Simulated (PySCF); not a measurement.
Ligands exchanged one at a time, In NH2-H. Isolated molecules, 0 K electronic values unless said otherwise. One relaxed conformer stands for each flexible species; it need not be the lowest. Strings in code marks are SMILES.

The four lowest singlet excitations (Tamm–Dancoff). Level of theory: PBE-D3(BJ)/def2-TZVP // CAM-B3LYP-D3(BJ)/def2-TZVP (PySCF). Excitations are Tamm–Dancoff values on a coarser integration grid. The basis has no diffuse functions, so Rydberg states are missing or too high.

| state | energy (eV) | wavelength (nm) | oscillator strength |
|---|---|---|---|
| S1 | 4.31 | 288 | 0.001 |
| S2 | 4.78 | 259 | 0.029 |
| S3 | 5.04 | 246 | 0.041 |
| S4 | 5.18 | 239 | 0.110 |

Q: Name which member gives these states.
(A) `[NH2][InH][NH2]`
(B) `[NH2][InH2]`
(C) `[NH2][In]([NH2])[NH2]`

A: A, `[NH2][InH][NH2]`
